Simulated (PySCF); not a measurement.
# Computed records: CH₅BGeN

All values are calculated (PySCF 2.14.0). Calculation on a computer-drawn molecule: optimised geometry and harmonic frequencies of an isolated molecule of the commonest isotopes, restricted reference for singlets and unrestricted otherwise, frozen core in MP2; on germanium a core potential holds 10 electrons, which the energies leave out, and 3d is frozen in MP2 and coupled-cluster steps.

Entry: CH₅BGeN

Start structure:
```xyz
9
CH5BGeN
C      0.7864    -1.3772     3.0554
Ge     0.4317    -2.1604     1.1496
B      0.2619    -0.6401    -0.1095
N      0.2065     0.1974    -1.0084
H     -0.0849    -0.7356     3.2106
H      1.6689    -0.6959     3.0841
H      0.8339    -2.0791     3.7539
H     -0.8552    -2.8325     1.3229
H      0.1058     0.9583    -1.6884
```

Settings of this run: charge 0, multiplicity 2, method HF, basis cc-pVDZ and basis and core potential on germanium cc-pVDZ-PP ECP10MDF.

Results for CH₅BGeN: rotational constants 11.94, 2.449, 2.08 GHz; total energy -413.2823 hartree; spin squared 0.7571; convergence status largest gradient component 2.192e-05 hartree/bohr.

Drawn bonds:
| atom | other atom | order |
| --- | --- | --- |
| 1 | 2 | 1 |
| 2 | 3 | 1 |
| 3 | 4 | 2 |
| 1 | 5 | 1 |
| 1 | 6 | 1 |
| 1 | 7 | 1 |
| 2 | 8 | 1 |
| 4 | 9 | 1 |

Optimised structure:
```xyz
9
CH5BGeN
C      0.7567    -1.3348     3.0542
Ge     0.3855    -2.0588     1.2622
B      0.2363    -0.6076    -0.1742
N      0.1999     0.2486    -1.0564
H     -0.0805    -0.7189     3.3898
H      1.6588    -0.7225     3.0326
H      0.8994    -2.1516     3.7626
H     -0.8617    -2.9532     1.2629
H      0.1605     0.9336    -1.7636
```

Modes:
| frequency (cm⁻¹) | reduced mass (dalton) |
| --- | --- |
| 116.8 | 3.281 |
| 126.2 | 1.06 |
| 276.8 | 2.976 |
| 354.5 | 4.747 |
| 430.9 | 7.952 |
| 508 | 1.198 |
| 528.8 | 1.233 |
| 555.7 | 1.241 |
| 608.6 | 4.302 |
| 710.1 | 1.111 |
| 849.1 | 1.209 |
| 927.5 | 1.203 |
| 1370 | 1.21 |
| 1556 | 1.053 |
| 1558 | 1.055 |
| 2057 | 7.601 |
| 2196 | 1.023 |
| 3183 | 1.032 |
| 3274 | 1.103 |
| 3288 | 1.104 |
| 4083 | 1.102 |
